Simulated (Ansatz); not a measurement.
Saddle point of CH7BrSn, singlet (CH₆Sn ([CH3][SnH3]) + HBr → SnH₃Br ([Br][SnH3]) + CH₄; bonds formed: Sn1–Br7, C2–H6; bonds broken: Sn1–C2, H6–Br7), PBE0-D4/def2-TZVP structure:

Sn1  (-0.574, 0.992, -0.494)
C2  (0.125, -1.150, 0.132)
H3  (-1.792, 0.258, -1.468)
H4  (-1.293, 1.792, 0.807)
H5  (0.576, 1.731, -1.484)
H6  (0.812, -0.141, 0.667)
Br7  (1.852, 1.126, 1.480)
H8  (0.292, -1.485, -0.893)
H9  (-0.858, -1.449, 0.499)
H10  (0.860, -1.675, 0.753)
(Å)

Energies are electronic, without zero-point energy. Barriers and step energies count from the start structure reached by relaxing down the imaginary mode; all methods use the PBE0-D4 structures, on which another method's saddle can fall below an end. Ansatz 0.2.0; basis: def2-TZVPP, with def2-QZVPP for the basis limit; cores frozen in the correlated methods. Filled d shells of the heavier atoms are correlated. Core potentials replace the inner electrons of the atoms past krypton. The def2 sets are not built for correlating such inner shells, so the correlated values are less sure here. B3LYP uses VWN-RPA correlation. Extrapolation: Hartree–Fock as exp(−7.88 √X), correlation as X^−2.97.

| method | barrier (kJ/mol) | step energy (kJ/mol) |
| --- | --- | --- |
| SPW92 | 77.2 | -106.4 |
| PBE-D4 | 97.1 | -118.8 |
| BLYP-D4 | 110.7 | -122.2 |
| r2SCAN-D4 | ? | -127.6 |
| B97M-V | ? | -128.7 |
| PBE0-D4 | 106.9 | -124.6 |
| B3LYP-D4 | 117.7 | -127.0 |
| r2SCAN0-D4 | 107.8 | -130.3 |
| BHLYP-D4 | ? | -135.5 |
| CAM-B3LYP-D4 | 125.8 | -125.9 |
| wB97X-V | 124.3 | -126.9 |
| wB97M-V | 119.9 | -125.8 |
| B2PLYP | 126.0 | -126.8 |
| PBE-QIDH | 117.7 | -125.6 |
| RPA on PBE | 138.1 | -113.2 |
| HF | 162.1 | -152.1 |
| MP2 | 125.0 | -117.7 |
| CCSD | 140.9 | -119.7 |
| CCSD(T) | 133.6 | -116.2 |

Fill in the withheld barriers. (To be estimated.)

By the calculation: B97M-V 117.5; BHLYP-D4 127.6; r2SCAN-D4 99.4 kJ/mol. Each is the energy of the saddle less that of the start structure, by the same method.

For comparison, the barrier by CCSD(T) at an estimated basis limit (MP2 extrapolated from triple and quadruple zeta, plus CCSD(T) − MP2 in triple zeta) is 121.1 kJ/mol.

No T1 diagnostic of these runs exceeds 0.011.

Labels in which every atom is bracketed show which atoms are joined, not bond orders.

For scale, one of the runs: CCSD(T)/def2-TZVPP, 227 basis functions, launched by `ansatz run in.yaml --threads 8 --pin off --events-out ev --progress --plain --max-ram 19148MiB`. Hardware: 8 CPU threads of a Oxide Virtual Turin-like, shared host. Wall time 87 s; peak host memory 4.3 GiB.
